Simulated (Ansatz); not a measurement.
Gas-phase electronic energies from Ansatz, PBE0-D4/def2-TZVP geometries. CBS: MP2 limit from def2 TZ/QZ plus the TZ coupled-cluster correction, frozen cores. DFT in def2-TZVPP. For Br outer-core shells are correlated without core-valence functions, which leaves a few kJ/mol of doubt a bond. Scalar relativity is left out up to krypton. One conformer a species, not always the lowest.

Consider the redistribution: `C[SiH2][SiH2]Br` + `CBSCC` → `CBS[SiH2]C` + `CC[SiH2]Br`.

```tsv
level	ΔE (kcal/mol)	difference from CCSD(T)/CBS
ωB97M-V	-24.6	-1.0
PBE	-19.9	3.7
r2SCAN	-22.8	0.8
PBE0	-21.4	2.2
HF/def2-TZVPP	-24.8	-1.2
MP2/def2-TZVPP	-25.7	-2.1
CCSD/def2-TZVPP	-23.7	-0.1
HF/def2-QZVPP	-24.9	-1.3
HF/CBS(def2)	-24.9	-1.3
MP2/CBS(def2)	-25.9	-2.3
CCSD(T)/CBS	-23.6	0
```

Largest T1 diagnostic among the species: 0.012.

From PBE to PBE0 (25 % exact exchange), in def2-TZVPP and without D4, ΔE moves by −1.6 kcal/mol.
